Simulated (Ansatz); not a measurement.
A made-up structure of B$_{2}$SiH$_{4}$O, closed shell:

```xyz
8
angstrom
B -0.3423 1.8274 -1.6485
B 0.0277 0.7162 -0.6528
Si 0.4802 -0.5707 0.7444
O -0.3720 -1.9856 0.7510
H 0.3286 -2.4421 1.2424
H 0.2247 0.2451 1.9770
H 1.9034 -0.9872 0.7347
H -1.2963 -1.9247 0.5041
```

It is relaxed with PBE-D4/def2-SVP and then PBE0-D4/def2-TZVP (Ansatz 0.2.0). Atoms count as bonded within 1.22 times the sum of their covalent radii (H–H: 0.88 Å). The end point is not checked to be a true minimum.

(1) Does its bonding change? (A judgement: the text doesn't fix the answer.)

## Answers

(1) The calculation gives: Yes. Formed: B1–Si3; broken: none.

Where it ends: The first stage lowers the energy by 3.28 eV in 19 steps. It ends as B₂SiH₄O ([OH2][SiH2]1[B][B]1):
```json
{"atom": "B1", "x (Å)": "0.1628", "y (Å)": "0.4702", "z (Å)": "-1.2186"}
{"atom": "B2", "x (Å)": "-0.7722", "y (Å)": "1.1004", "z (Å)": "-0.2051"}
{"atom": "Si3", "x (Å)": "0.6060", "y (Å)": "-0.1075", "z (Å)": "0.6840"}
{"atom": "O4", "x (Å)": "-0.4494", "y (Å)": "-1.7913", "z (Å)": "0.8880"}
{"atom": "H5", "x (Å)": "0.0431", "y (Å)": "-2.5839", "z (Å)": "0.6322"}
{"atom": "H6", "x (Å)": "0.5612", "y (Å)": "0.2476", "z (Å)": "2.1332"}
{"atom": "H7", "x (Å)": "1.9031", "y (Å)": "-0.8515", "z (Å)": "0.5543"}
{"atom": "H8", "x (Å)": "-1.1004", "y (Å)": "-1.6056", "z (Å)": "0.1841"}
```

Labels in which every atom is bracketed show which atoms are joined, not bond orders.

For scale, one of the runs: PBE0-D4/def2-TZVP relaxation, 154 basis functions, launched by `ansatz run in.yaml --threads 2 --pin off --events-out ev --progress --plain --max-ram 4352MiB`. Hardware: 2 CPU threads of an Arm Neoverse V2, shared host. Wall time about 31 s.
